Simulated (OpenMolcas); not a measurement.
**Multiconfigurational calculation on Sn3+**

Input:

```
&GATEWAY
Coord
1

Sn 0.0 0.0 0.0
Basis=ANO-R1
Group=XYZ
NoMove
AngMom=0.0 0.0 0.0
AMFI
&SEWARD
* reference wave functions (RASSCF and RASSI steps not shown): 1 electron in 9 orbitals (RAS2 5s 5p; RAS3 5d, at most 1 electron)
>>> COPY JOB001 $Project.JobIph
&CASPT2
Multistate=1 1
Frozen=9 9
IPEA=0.5
Sig1=0.15
MaxIter=60
WThr=0.0 0.3 0.05
PrWF=0.5
NoMix
>>> COPY JOB002 $Project.JobIph
&CASPT2
Multistate=3 1 2 3
Frozen=9 9
IPEA=0.5
Sig1=0.15
MaxIter=60
WThr=0.0 0.3 0.05
PrWF=0.5
NoMix
```

Launched by
```bash
OMP_NUM_THREADS=1 MOLCAS_MEM=2252 MOLCAS_PROJECT=a pymolcas a.inp > a.log  # once for each step of the input, in one work folder
```

Output, cut to the results:

```
--- CASPT2 ---
Orbital specifications:
      -----------------------

      Symmetry species                           1   2
                                                ag  au
      Frozen orbitals                            9   9
      Inactive orbitals                          5   0
      Active orbitals                            6   3
      Secondary orbitals                         1  10
      Deleted orbitals                           0   0
      Number of basis functions                 21  22
Type of calculation                        SS-CASPT2
      Fock operator                              state-specific
      IPEA shift                                 0.50
      Real shift                                 0.00
      Imaginary shift                            0.00
      Sigma^1 regularizer                        0.15
      The input orbitals will be transformed to quasi-canonical
Reference energy:       -6172.0080774169
      E2 (Non-variational):      -0.2968268355
      Shift correction:          -0.0000000004
      E2 (Variational):          -0.2968268359
      Total energy:           -6172.3049042529
      Residual norm:              0.0000000642
      Reference weight:           0.95259
      Contributions to the CASPT2 correlation energy
      Active & Virtual Only:         -0.0000000000
      One Inactive Excited:          -0.0325459300
      Two Inactive Excited:          -0.2642809055
::    CASPT2 Root  1     Total energy:  -6172.30490425
--- CASPT2 ---
Orbital specifications:
      -----------------------

      Symmetry species                           1   2
                                                ag  au
      Frozen orbitals                            9   9
      Inactive orbitals                          5   0
      Active orbitals                            6   3
      Secondary orbitals                         1  10
      Deleted orbitals                           0   0
      Number of basis functions                 21  22
Type of calculation                        MS-CASPT2
      Fock operator                              state-specific
      IPEA shift                                 0.50
      Real shift                                 0.00
      Imaginary shift                            0.00
      Sigma^1 regularizer                        0.15
      The input orbitals will be transformed to quasi-canonical
Reference energy:       -6171.6891936453
      E2 (Non-variational):      -0.2911879084
      Shift correction:          -0.0000000309
      E2 (Variational):          -0.2911879392
      Total energy:           -6171.9803815846
      Residual norm:              0.0000007771
      Reference weight:           0.95346
      Contributions to the CASPT2 correlation energy
      Active & Virtual Only:         -0.0000000000
      One Inactive Excited:          -0.0274813089
      Two Inactive Excited:          -0.2637065995
Reference energy:       -6171.6891936453
      E2 (Non-variational):      -0.2911879084
      Shift correction:          -0.0000000309
      E2 (Variational):          -0.2911879392
      Total energy:           -6171.9803815846
      Residual norm:              0.0000007771
      Reference weight:           0.95346
      Contributions to the CASPT2 correlation energy
      Active & Virtual Only:         -0.0000000000
      One Inactive Excited:          -0.0274813089
      Two Inactive Excited:          -0.2637065995
::    CASPT2 Root  1     Total energy:  -6171.98038158
::    CASPT2 Root  2     Total energy:  -6171.98038158
::    CASPT2 Root  3     Total energy:  -6171.98038158
::    MS-CASPT2 Root  1     Total energy:  -6171.98038158
::    MS-CASPT2 Root  2     Total energy:  -6171.98038158
::    MS-CASPT2 Root  3     Total energy:  -6171.98038158
```

Levels above the lowest, from the spin-orbit matrix with the single-state CASPT2 energies, averaged by term, on its diagonal:

| Configuration | Term | J | E (cm⁻¹) | Measured (cm⁻¹) | g | Term weight % |
| --- | --- | --- | --- | --- | --- | --- |
| 5s | ²S | 1/2 | 0.0 | 0.0 | 2.002 | 100 |
| 5p | ²P° | 1/2 | 67016 | 69564 | 0.666 | 100 |
| 5p | ²P° | 3/2 | 73329 | 76072 | 1.334 | 100 |

Against the 2 measured excited levels shown (Moore, Atomic Energy Levels, vol. III, NSRDS-NBS 35 (1971 reprint of NBS Circular 467, 1958)) the mean absolute deviation is 2600 cm-1; the largest miss in energy is 5p ²P°_3/2: computed 73329, measured 76072 cm⁻¹ (-3.6 %).

With one active electron outside closed inactive shells, the extra shells (5d) add no correlation to the reference. With one active electron, CASPT2 adds the correlation within the correlated inactive shells and between them and that electron, and leaves the splitting within a term as the reference gives it. The basis is small and was not contracted for so high a charge. Computed and measured levels are paired by configuration, term and J; levels that our copy of the source lacks, or whose pairing is in doubt (as where it misses far off the trend of its configuration), stay unpaired and out of the deviations. Only configurations of the active space appear. The first state left out of the spin-orbit step lies near 240000 cm-1 above the lowest spin-free state of the reference (among the parities and spins computed), and the list stops at four fifths of that energy or lower.

The CASPT2 steps took 0.93 s on 1 thread of Arm Neoverse V2, on a shared host; the integral step is not counted.

The term weight is that of the spin-free term in the level, not the purity of its configuration. ° marks odd parity.
